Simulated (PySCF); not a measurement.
# What a mistake does to a calculation on CGeH7N

Calculated results; nothing here was measured. They come from PySCF 2.14.0, an open-source quantum chemistry program, on an isolated molecule that a program drew, which may never have been made. The molecule is CGeH7N (charge 0, singlet), drawn as the SMILES string `N[CH2][GeH3]`.

Each row is a Hartree-Fock (HF) and frozen-core CCSD(T) single point in the cc-pVDZ basis, meant for a local HF minimum. Run 1 is clean. Each other run has one planted mistake out of seven kinds, and not every kind appears here: one electron removed, one electron added, multiplicity raised by two, geometry at a saddle point, minimal basis STO-3G, one bond length entered in bohr, all coordinates scaled. The reference is restricted for singlets and unrestricted otherwise, and also for a bond in bohr. Adding or removing an electron swaps singlet and doublet. Electrons count all cores. HOMO and LUMO are orbital energies over both spins, the gradient is its largest component, and the lowest frequency (negative if imaginary) is given only where the gradient is small. Bond lengths are over the 9 bonds as drawn. T1 is the CCSD diagnostic: over 0.02 (restricted) or 0.045 (unrestricted) a single reference is doubtful. Germanium has the cc-pVDZ-PP basis, with a core potential (ECP10MDF) in place of its 10 inner electrons, and its 3s, 3p and 3d shells are frozen in CCSD(T).

Geometry of the clean run:
```xyz
10
CGeH7N, angstrom
N    -1.1754    2.0108    2.0470
C    -1.5147    1.0465    1.0066
Ge   -0.0731   -0.2872    0.8284
H    -1.1781    1.5677    2.9504
H    -1.8701    2.7377    2.0928
H    -1.5855    1.5707    0.0508
H    -2.4732    0.5318    1.1569
H    -0.4966   -1.4052   -0.1360
H     0.2175   -0.9123    2.2018
H     1.2069    0.3694    0.3042
```

| run | electrons | basis functions | <S^2> | HOMO (eV) | LUMO (eV) | gradient (hartree/bohr) | lowest frequency (cm^-1) | mean bond (Å) | longest bond (Å) | T1 | HF (hartree) | CCSD(T) (hartree) | mistake |
|---|---|---|---|---|---|---|---|---|---|---|---|---|---|
| 1 | 52 | 86 | 0.000 | -10.32 | 4.29 | 9.4e-06 | 149 | 1.3598 | 1.972 | 0.0086 | -389.74926 | -390.23122 | no fault |
| 2 | 52 | 86 | 0.000 | -10.30 | 4.34 | 1.3e-02 | - | 1.3407 | 1.944 | 0.0084 | -389.74749 | -390.22703 | all coordinates scaled |
| 3 | 52 | 86 | 0.837 | -10.67 | 3.12 | 1.9e-02 | - | 1.4593 | 1.972 | 0.0494 | -389.63253 | -390.10183 | one bond length entered in bohr |
| 4 | 51 | 86 | 0.762 | -16.99 | -6.06 | 7.9e-02 | - | 1.3598 | 1.972 | 0.0356 | -389.44741 | -389.89707 | one electron removed |
| 5 | 53 | 86 | 0.759 | 3.69 | 9.00 | 3.6e-02 | - | 1.3598 | 1.972 | 0.0374 | -389.60171 | -390.10645 | one electron added |
| 6 | 52 | 86 | 2.010 | -2.45 | 0.62 | 6.4e-02 | - | 1.3598 | 1.972 | 0.0302 | -389.52188 | -389.99036 | ? |

**Which mistake was planted in run 6, and what did it cost?**

Electrons, basis and geometry are unchanged, and <S^2> is 2.010, beside S(S+1) = 2.00 for a multiplicity of 3. So the mistake is: multiplicity raised by two. Subtracting run 1 and multiplying by 627.51 kcal/mol a hartree, the energy moved by 142.7 kcal/mol in HF and 151.1 kcal/mol in CCSD(T).

Cautions from the logs. Run 3: T1 is over the limit, so its CCSD(T) energy is less reliable; run 5: the HOMO is above zero, so the electron isn't bound and the energy depends on the basis.
